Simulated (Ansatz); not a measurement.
A nudged elastic band was laid between two geometries of C2H7FN2Si (13 atoms, charge 0, multiplicity 1).

Theory: RKS BLYP-D4/6-31G* (Ansatz).

| Quantity | Value |
| --- | --- |
| movable images | 6 |
| climbing image | no |
| spring | 5.0 eV/Å² |
| optimiser | quadratic models (default) |
| start path | through a guess of the saddle point |
| force threshold | 0.05 eV/Å |
| iteration limit | 60 |
| end points | relaxed |

Initial state:

```xyz
13
Properties=species:S:1:pos:R:3
C 0.534 -1.829 0.850
C 0.393 -0.412 0.331
F 1.073 0.455 1.278
N 0.740 -0.115 -1.050
Si -0.798 0.587 -0.722
N -1.021 2.267 -0.406
H 1.603 -2.116 0.885
H 0.004 -2.534 0.192
H 0.124 -1.913 1.869
H 1.699 -0.027 -1.399
H -1.961 0.135 -1.539
H -1.914 2.728 -0.572
H -0.454 2.739 0.299
```

Final state:

```xyz
13
Properties=species:S:1:pos:R:3
C 0.546 -1.807 0.856
C 0.388 -0.403 0.308
F 1.078 0.489 1.225
N 0.706 -0.135 -1.085
Si -0.843 0.559 -0.720
N -1.174 2.171 -0.198
H 1.616 -2.085 0.882
H 0.012 -2.528 0.218
H 0.148 -1.873 1.881
H 1.663 0.004 -1.424
H -1.979 0.109 -1.570
H -1.625 2.853 -0.809
H -0.517 2.610 0.450
```

**Question.** What changes between the two ends?

**Answer.** No bond is made or broken. The height of N6 over the plane of its neighbours goes from 0.15 to -0.20 Å.

**Question.** What energy profile does the band end with?

**Answer.** The forces met the threshold. The highest image is number 2 of 0 to 7, 0.001 eV above the first end and 0.009 eV above the last; the last end lies 0.008 eV below the first. The top lies less than 8 meV above the higher end, about what the thresholds resolve: that end is a shoulder or a very shallow well. No image climbed, so the highest image needn't sit at the top of the path.

```tsv
image	path coordinate (Å)	energy (eV)	height of N6 over the plane of its neighbours (Å)
0	0.00	0.000	0.15
1	0.08	0.001	0.11
2	0.17	0.001	0.05
3	0.25	0.000	-0.02
4	0.33	-0.003	-0.09
5	0.42	-0.006	-0.14
6	0.50	-0.007	-0.18
7	0.58	-0.008	-0.20
```

**Question.** What is the geometry of the highest image?

**Answer.** 
```xyz
13
Properties=species:S:1:pos:R:3
C 0.547 -1.826 0.850
C 0.395 -0.413 0.323
F 1.083 0.462 1.258
N 0.727 -0.124 -1.063
Si -0.811 0.578 -0.714
N -1.065 2.234 -0.331
H 1.616 -2.109 0.874
H 0.011 -2.537 0.203
H 0.148 -1.906 1.874
H 1.685 -0.027 -1.414
H -1.972 0.134 -1.537
H -1.863 2.776 -0.654
H -0.482 2.724 0.347
```

Run time: 5.7 min on 2 threads of Intel(R) Xeon(R) Platinum 8259CL CPU @ 2.50GHz (Skylake/Cascade Lake), with other jobs on the host, peak memory 0.17 GiB.
